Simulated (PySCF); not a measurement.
Compound: C4H4O3SSi.
SMILES with atom numbers: `[O:1]=[C:2]=[C:3]([CH:4]=[O:5])[S:6][SiH2:7][CH:8]=[O:9]` (hydrogens: H10 on C4; H11, H12 on Si7; H13 on C8)

Computed, not measured: PySCF 2.14.0, density-fitted response routines, TDDFT wB97X-D/def2-SVPD, vertical, gas phase, core orbitals frozen in the response. The structure is a single GFN2-xTB conformer in the gas phase; no vibrational or solvent corrections. Torsions of this conformer, `[O:1]=[C:2]=[C:3]([CH:4]=[O:5])[S:6][SiH2:7][CH:8]=[O:9]`: C2–C3–C4–O5 180°, C2–C3–S6–Si7 -179°, C3–S6–Si7–C8 179°, S6–Si7–C8–O9 158°.

Frontier orbitals with the atoms that hold most of them (Löwdin shares over 4%, at most four atoms; ? is withheld):

| orbital | ε (eV) | atoms |
| --- | --- | --- |
| LUMO+2 | 0.68 | C8 39%, O9 31%, Si7 10%, H13 6% |
| LUMO+1 | -0.66 | C4 31%, O5 24%, C2 18%, O1 12% |
| LUMO | -1.11 | ? |
| HOMO | -8.42 | ? |
| HOMO-1 | -8.85 | S6 48%, C3 17%, C2 7%, Si7 7% |
| HOMO-2 | -11.15 | O5 32%, S6 13%, Si7 12%, C4 11% |
| HOMO-3 | -11.50 | S6 48%, O5 23%, Si7 10%, C3 6% |

(1) Which atoms hold the HOMO, and with what shares?

(2) Which atoms hold the LUMO, and with what shares?

(3) The HOMO–LUMO gap is 7.32 eV. Where does the response calculation put the lowest singlet, and from which orbitals?

(4) One configuration dominates each of S1 and S3. Which, and how do the shares of the two leading atoms of either orbital change from the occupied to the empty one?

Results:

(1) O9 (bonded to C) 45%; C8 (bonded to O, Si and H) 21%; Si7 (bonded to C, S and 2 H) 12%; H13 (bonded to C) 9%.

(2) C2 (bonded to C and O) 37%; O1 (bonded to C) 29%; S6 (bonded to C and Si) 12%; C3 (bonded to 2 C and S) 11%. By element: carbon 48% or more, oxygen 29% or more, sulfur 12%.

(3) S1 is at 2.80 eV (f = 0.0003), 4.51 eV below the gap, made of HOMO-1→LUMO (89%). Its leading pair isn't HOMO and LUMO; the energies of that pair differ by 7.74 eV. 

(4) 
- S1 (2.80 eV, f 0.0003), HOMO-1→LUMO (89%): S6 48% → 12%, C3 17% → 11%, C2 7% → 37%, O1 at most 7% → 29%
- S3 (4.10 eV, f 0.045), HOMO-1→LUMO+1 (82%): S6 48% → at most 13%, C3 17% → at most 13%, C4 at most 7% → 31%, O5 at most 7% → 24%
